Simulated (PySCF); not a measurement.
HOS, SMILES [O]S, multiplicity 2.

Geometry: r2SCAN-D4/def2-TZVPD.

Two levels are set side by side: PBE/def2-TZVPD (PySCF) and B3LYP/def2-TZVPD (PySCF). Same geometry, gas phase. Differences are taken from unrounded values.

| quantity | PBE |
|---|---|
| α-spin orbital gap (eV) | 4.51 |
| β-spin orbital gap (eV) | 2.31 |
| dipole moment (D) | 2.12 |
| mean polarisability (bohr³) | 26.9 |

Question: These are the PBE values. What does B3LYP give? (An estimate is asked for; the answer gives what the named calculation found.)

Answer: 
```
quantity                     B3LYP  PBE minus B3LYP
---------------------------  -----  ---------------
α-spin orbital gap (eV)       6.42            -1.91
β-spin orbital gap (eV)       4.42            -2.11
dipole moment (D)             2.28            -0.16
mean polarisability (bohr³)   26.4              0.5
```

Rough cost on one machine, each run with all the roots and properties that it gave: B3LYP against PBE within a factor of 2.
